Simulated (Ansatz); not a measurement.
A nudged elastic band was laid between two geometries of CH7NO2Si (12 atoms, charge 0, multiplicity 1).

Computed with RKS PBE0-D4/def2-SVP (Ansatz 0.2.0).

- movable images: 7
- climbing image: yes
- spring: 5.0 eV/Å²
- optimiser: quadratic models (default)
- start path: through a guess of the saddle point
- force threshold: 0.5 eV/Å
- iteration limit: 60
- end points: relaxed

First end point:

```xyz
12
Properties=species:S:1:pos:R:3
O -1.504 -0.793 0.841
C -0.399 -0.892 0.010
O -0.743 -1.786 -1.007
N -0.053 0.383 -0.516
Si 0.994 1.514 0.300
H -1.852 -1.685 0.963
H 0.484 -1.271 0.574
H -0.009 -1.805 -1.631
H -0.829 0.767 -1.052
H 2.175 0.740 0.788
H 0.395 2.237 1.467
H 1.418 2.537 -0.702
```

Last end point:

```xyz
12
Properties=species:S:1:pos:R:3
O -1.397 -0.687 0.482
C -0.113 -0.941 0.059
O -0.056 -1.898 -0.935
N 0.404 0.357 -0.388
Si 0.953 1.616 1.145
H -1.646 -1.324 1.160
H 0.556 -1.281 0.870
H -0.819 -1.765 -1.514
H -0.299 0.826 -0.965
H 1.227 0.199 -0.971
H -0.381 2.359 1.007
H 1.646 2.484 0.082
```

Question: What changes between the two ends?

Answer: Bonds broken: Si5–H10. Bonds formed: N4–H10.

Question: Give the energies along the band, and the barrier.

Answer: It converged. The highest image is number 4 of 0 to 8, 290.1 kJ/mol above the first end and 152.5 kJ/mol above the last; the last end lies 137.6 kJ/mol above the first. The threshold of 0.5 eV/Å is loose, so the images may lie well off the minimum-energy path. Neighbouring images differ by up to 2.0 eV, so the band resolves the path poorly. The order of the stationary point at the top wasn't checked. The orbitals stay closed-shell, which can raise the energy where a bond breaks towards radicals; this wasn't checked here.

```csv
image,path coordinate (Å),energy (kJ/mol),Si5–H10 (Å),N4–H10 (Å)
0,0.00,0.0,1.49,2.61
1,0.75,3.9,1.49,2.65
2,1.49,4.5,1.50,2.62
3,2.24,94.1,1.49,2.09
4,2.98,290.1,1.63,1.39
5,3.56,181.9,2.09,1.04
6,4.13,144.5,2.47,1.02
7,4.71,138.6,2.54,1.02
8,5.29,137.6,2.56,1.02
```

Question: What is the geometry of the highest image?

Answer: 
```xyz
12
Properties=species:S:1:pos:R:3
O -1.556 -0.654 0.486
C -0.238 -0.863 0.094
O -0.136 -1.955 -0.757
N 0.256 0.349 -0.479
Si 1.174 1.641 0.595
H -1.880 -1.475 0.870
H 0.418 -1.098 0.957
H -0.730 -1.812 -1.508
H -0.254 0.639 -1.317
H 1.632 0.324 -0.257
H 0.279 2.063 1.733
H 1.111 2.785 -0.383
```

Run time: 2.6 min on 2 threads of Arm Neoverse V1, on a shared host, peak memory 0.24 GiB.
